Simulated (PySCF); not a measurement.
## Identify the compound

Molecular formula: C$_{4}$H$_{8}$F$_{2}$Si. Simulated spectra:

¹H NMR (400 MHz, computed): δ 6.30 (br s, 1H), 6.02 (br s, 1H), 5.90 (m, 1H), 4.22 (s, 3H), 2.85 (m, 2H).

¹³C{¹H} NMR (computed): δ 146.7 (C), 141.3 (CH2), 125.9 (CH), 51.3 (CH2).

- NMR shieldings at PBE0/pcSseg-1/GIAO
- geometry from GFN2-xTB
- code: PySCF 2.14
- non-relativistic, equivalent nuclei averaged, gas phase, one computed conformer

Chemical shifts δ = σref − σ; ¹H (31.72 ppm) and ¹³C (186.93 ppm) vs TMS, all at this level.

Question: Choose the structure that fits.
A. C=C([SiH3])CC(F)F
B. C[C@@]1(C(F)F)C[SiH2]1
C. FC(F)[C@@H]1CC[SiH2]1

Answer: A. 

The formula gives 1 degree of unsaturation (no ring in the answer). 4 carbon signals for 4 carbons: no two carbons are equivalent. Carbon types of the structure: 1 × C, 1 × CH, 2 × CH2, leaving 3 H on heteroatoms. δC 146.7: fully substituted alkene carbon; the olefinic region. δC 141.3: terminal =CH2 carbon; the olefinic region. δC 125.9: sp3 CH bonded to 2 F; 2 electronegative neighbours deshield it. δH 6.30, 6.02: hydrogen on a terminal =CH2 carbon; attached to an sp2 carbon and in the plane of the double bond. δH 2.85: hydrogen on an allylic sp3 CH2; allylic position.

The others: FC(F)[C@@H]1CC[SiH2]1 would give 8 signals for carbon-bound and other non-exchanging H, not 5; C[C@@]1(C(F)F)C[SiH2]1 would give 6 signals for carbon-bound and other non-exchanging H, not 5.

Splittings by ¹⁹F in the carbon and heteronuclear signals aren't shown, as no couplings were computed. Shifts are as computed. Against solution values, carbons near 30 ppm lie about +3 ppm off and those near 130 ppm about +5 ppm. Of 1211 compounds with measured shifts, 218 miss one by over three times the rms of a fit or turn the order of signals round; such compounds aren't used in these exercises. No couplings were computed; multiplicities are counted from neighbouring protons, with m where these are inequivalent, close in shift, in a saturated or five-membered ring or joined by F or P, and br s for small geminal =CH2 splittings.
